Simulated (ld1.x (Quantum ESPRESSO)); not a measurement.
# Rh, RRKJ: configuration errors across variants

ld1.x (Quantum ESPRESSO) 7.5 input, shortened:

```
&input
   title='Rh', zed=45., rel=1, dft='PBESOL', iswitch=3,
   config='[Kr] 4d8 5s1 5p0'
 /
 &inputp
   pseudotype=2, tm=.false., rho0=0.005, lloc=1,
   nlcc=.true.
 /
3
5S  1  0   1.00   0.00  2.70  2.70  0.0
4D  3  2   8.00   0.00  1.20  1.20  0.0
5P  2  1   0.00   0.00  4.20  4.20  0.0
 &test
   configts(1)='4d8 5s1 5p0'
 /
```

All-electron excitation energies from the reference (eV): (1) 4d8 5s0 5p0 7.462; (2) 4d7 5s0 5p0 26.971; (3) 4d6 5s0 5p0 59.464; (4) 4d8.5 5s0.5 5p0 -0.629; (5) 4d7 5s2 5p0 2.452; (6) 4d8 5s0.5 5p0 2.928; (7) 4d8 5s0 5p1 3.665.

Errors AE − PS in meV (a dash: test not solved or not reliable):

| change | (1) | (2) | (3) | (4) | (5) | (6) | (7) | bound ghosts |
| --- | --- | --- | --- | --- | --- | --- | --- | --- |
| base | -14 | -228 | -1021 | -29 | +9.5 | -0.2 | +0.9 | none |
| wave 4d (bound): rc 1.20 bohr becomes 4d (bound): rc 0.78 bohr | -14 | -230 | -1036 | -29 | +6.3 | -0.3 | +0.9 | none |
| wave 4d (bound): rc 1.20 bohr becomes 4d (bound): rc 0.96 bohr | -14 | -228 | -1026 | -29 | +8.1 | -0.3 | +0.9 | none |
| wave 4d (bound): rc 1.20 bohr becomes 4d (bound): rc 1.58 bohr | -13 | -227 | -1011 | -28 | +13 | -0.1 | +1.1 | none |
| wave 4d (bound): rc 1.20 bohr becomes 4d (bound): rc 1.76 bohr | -13 | -227 | -997 | -28 | +17 | 0.0 | +1.2 | none |

Problem. Give the same row for: wave 4d (bound): rc 1.20 bohr becomes 4d (bound): rc 1.42 bohr.

Solution. -14, -228, -1017, -29, +11, -0.2, +1.0; bound ghosts: none.
